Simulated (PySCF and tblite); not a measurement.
C6H8FNO2, numbered as in [CH3:1][O:2][c:3]1[cH:4][nH:5][c:6]([F:7])[c:8]1[O:9][CH3:10].

The ensemble was built from 90 distance-geometry starts (ETKDG and KDG, MMFF94s, GFN2-xTB) and rests on GFN2-xTB geometries. Weights use PBE0-D3(BJ)/pcSseg-1 energies plus GFN2-xTB zero-point and thermal terms (modes under about 100 cm⁻¹ blended into free rotors). Symmetry numbers and mirror images are counted. Conformers within 2.5 kcal/mol (GFN2-xTB free energy) were kept, 4 at most. GIAO shieldings: PBE0/pcSseg-1. Shifts are against TMS (¹H), TMS (¹³C), CFCl3 (¹⁹F), NH3 (¹⁵N) at the same level. Run with PySCF (density fitting) and tblite.

Problem. What shifts does this protocol give at 298.15 K under fast conformational exchange?

Solution. ¹H: 5.40 (H4, 1H), 4.12 (H10, 3H), 3.76 (H1, 3H) ppm. ¹³C: 144.0 (C3), 140.9 (C6), 121.3 (C8), 85.7 (C4), 59.6 (C10), 57.2 (C1) ppm. ¹⁹F: -167.0 (F7) ppm. ¹⁵N: 128.7 (N5) ppm.

Problem. How do the conformers differ?

Solution. Torsions listed: C1–O2–C3–C4, C3–C8–O9–C10.
```csv
conformer,shape,weight %
1,"0°, 0°",60.1
2,"0°, 180°",33.7
3,"180°, 180°",6.2
```

```csv
signal,1,2,3,average
H1,3.74,3.75,4.12,3.76
H4,5.37,5.40,5.72,5.40
H10,4.19,4.02,4.01,4.12
C1,57.0,57.2,59.8,57.2
C3,144.0,144.6,141.0,144.0
C4,84.8,86.1,92.2,85.7
C6,141.3,140.5,139.0,140.9
C8,120.9,122.2,121.5,121.3
C10,59.9,59.1,59.2,59.6
F7,-164.8,-170.4,-169.7,-167.0
N5,130.1,126.0,130.3,128.7
```

H on N, O and S are left out: they exchange, and hydrogen bonds move them by several ppm. Unscaled ¹⁹F and ¹⁵N shifts at such levels can be off by tens of ppm; differences between conformers or isomers are more reliable. Shifts are unscaled: against experiment ¹³C can be off by 15 ppm or more and ¹H by 0.8 ppm.


¹⁵N shifts are against a computed isolated NH3 molecule, about 20 ppm from the liquid.

Conformer gaps in pcSseg-1 on xTB geometries can be 2 kcal/mol off for S=O, P=O and other polar bonds.